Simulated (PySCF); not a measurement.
C₃H₄F₃PS.
Numbering: `[CH3:1][P@@H:2](=[S:3])[C:4]([F:5])=[C:6]([F:7])[F:8]` (hydrogens: H9, H10, H11 on C1; H12 on P2)

Level of theory: TDDFT CAM-B3LYP/def2-SVPD, vertical, gas phase, core orbitals frozen in the response in PySCF. Geometry: GFN2-xTB, one conformer, isolated molecule. Torsions of this conformer, `[CH3:1][P@@H:2](=[S:3])[C:4]([F:5])=[C:6]([F:7])[F:8]`: C1–P2–C4–F5 -41°.

Computed states:

```csv
state,E (eV),f
S1,5.30,0.040
S2,5.31,0.017
S3,5.69,0.0087
S4,5.91,0.017
S5,6.09,0.012
S6,6.43,0.080
S7,6.55,0.031
S8,6.74,0.0061
```

Broadening: Gaussians 0.3 eV wide at half height, area fixed by f = 4.319×10⁻⁹ ∫ε dν̃. The width is an assumption, not a result. The curve ends short of the highest state used, and states not computed would add to its high-energy end.

**Question.** What does the envelope look like, and where are its maxima?

**Answer.** 
```
λ (nm)  ε (L mol⁻¹ cm⁻¹)
 201.9              1865
 204.2              1875
 206.5              2056
 208.9              2117
 211.2              1976
 213.5              1707
 215.8              1413
 218.2              1153
 220.5              1021
 222.8              1155
 225.2              1770
 227.5              2825
 229.8              4042
 232.2              4948
 234.5              5057
 236.8              4392
 239.1              3269
 241.5              2056
 243.8              1145
 246.1               561
 248.5               234
 250.8                90
 253.1                31
 255.4                10
```

Maxima: 234 nm (5.31 eV), ε about 5100, made up of S1 (71%) and S2 (29%); 208 nm (5.95 eV), ε about 2100, made up of S4 (68%) and S5 (27%) (ε in L mol⁻¹ cm⁻¹; maxima over ε = 5, shares over 10%). At its high-energy end, 6.14 eV, the curve is still rising (ε about 1900, from S4, S5 and S6).

**Question.** On this curve, what absorbance would a 10⁻⁵ mol/L sample give at 254 nm over a 1 cm path?

**Answer.** 254 nm is 4.881 eV, where ε is about 20 L mol⁻¹ cm⁻¹, so A = ε c l ≈ 0.0002 (Beer–Lambert, with the gas-phase spectrum and the assumed width).

**Question.** What would ε be at 5.31 eV, the highest of these maxima, with half the width (0.15 eV)?

**Answer.** About 10200 L mol⁻¹ cm⁻¹ against 5110, a factor of about 1.99; a lone state at its own centre would give exactly 2.

**Question.** Coming from long wavelengths, where does ε first pass 100 L mol⁻¹ cm⁻¹?

**Answer.** At about 251 nm (4.95 eV), 0.35 eV below S1.

Hardware: one thread of an Arm Neoverse V1, shared host with 32 logical CPUs at a one-minute load of 16. Cost: 47 s, 0.95 GiB resident at most.
